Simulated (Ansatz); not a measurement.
Geometry optimisation, UHF/def2-SVP in Ansatz 0.2.0.

The input (input.yaml):

```yaml
crystal:
  periodic: [false, false, false]
  atoms:
    - { symbol: W, position_ang: [-0.08507, -0.000991, -0.133876] }
    - { symbol: H, position_ang: [0.555275, 0.01166, 2.712637] }
    - { symbol: F, position_ang: [1.648872, -0.002713, 0.478612] }
    - { symbol: F, position_ang: [-0.055096, 1.880862, -0.091039] }
    - { symbol: F, position_ang: [-1.871568, -0.003224, 0.205238] }
    - { symbol: F, position_ang: [-0.054657, -1.882734, -0.099865] }
    - { symbol: F, position_ang: [0.065819, 0.001363, -1.961529] }
    - { symbol: F, position_ang: [-0.203575, -0.004222, 2.199821] }
magnetization:
  spin_polarized: true
  initial_magnetization: 1
basis:
  gaussian: { orbitals: def2-SVP }
hamiltonian:
  xc: hf
relax:
  f_tol: 0.03
  max_steps: 50
output:
  orbitals: {}
```

Command:

```bash
$ ansatz run input.yaml --threads 4 --pin off --max-ram 5120MiB --backend cpu --events-out ev --progress --plain --runs-dir out
```

Where does it end, and by what steps?

The forces met the threshold. After 3 steps the energy has fallen by 0.003 eV; H2 moved furthest, 0.06 Å.

```
step  energy less start (eV)  largest force component (eV/Å)  accepted
   0                  0.0000                           0.150       yes
   1                 -0.0021                           0.087       yes
   2                 -0.0027                           0.035       yes
   3                 -0.0027                           0.005       yes
```

```xyz
8
Properties=species:S:1:pos:R:3
W -0.091 -0.001 -0.123
H 0.576 0.003 2.657
F 1.643 0.000 0.499
F -0.058 1.882 -0.083
F -1.880 -0.002 0.200
F -0.056 -1.883 -0.086
F 0.078 0.001 -1.949
F -0.212 0.000 2.194
```

Whether the end is a true minimum wasn't checked by a vibrational analysis.

The run took 20 s on 4 threads of Arm Neoverse V1 (shared host), peak memory 0.4 GiB.
